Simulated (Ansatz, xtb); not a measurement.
**C4H4BCl: 3 structures ranked**

3 gas-phase structures of C4H4BCl, from a drawn sample of its isomers (lower ones may exist). Each was relaxed with GFN2-xTB:

A. `ClB1C=CC=C1`, a singlet
B. `ClC1=CC=CB1`, a singlet
C. `ClC1=CBC=C1`, a singlet

Q: Which do you expect lowest at r2SCAN-D4/def2-SVP, and how would the others follow?

A: Calculated order at r2SCAN-D4/def2-SVP: A (0.0), C (150.5), B (166.8) kJ/mol.

Energies above the lowest of each column, in kJ/mol; the last columns are at PBE-D3(BJ)/def2-SVP geometries and were run for some of them only (a dash: not run or not comparable):

| structure | GFN2-xTB | HF/STO-3G | r2SCAN-D4/def2-SVP | PBE-D3(BJ)/def2-SVP | CCSD(T)/def2-SVP + ΔMP2/def2-TZVPP |
| --- | --- | --- | --- | --- | --- |
| A | 0.0 | 0.0 | 0.0 | 0.0 | 0.0 |
| C | 77.8 | 136.1 | 150.5 | 149.9 | 147.8 |
| B | 87.8 | 138.3 | 166.8 | – | – |

Every level run on A puts it lowest or level with the lowest. Frequencies (PBE-D3(BJ)/def2-SVP) were run for A, C alone. The ΔMP2 step shifts differences by up to 13.2 kJ/mol, which makes them less sure. ΔMP2 is the change of the MP2 energy from the smaller to the larger basis.

Programs: Ansatz 0.2.0, xtb 6.7.1.
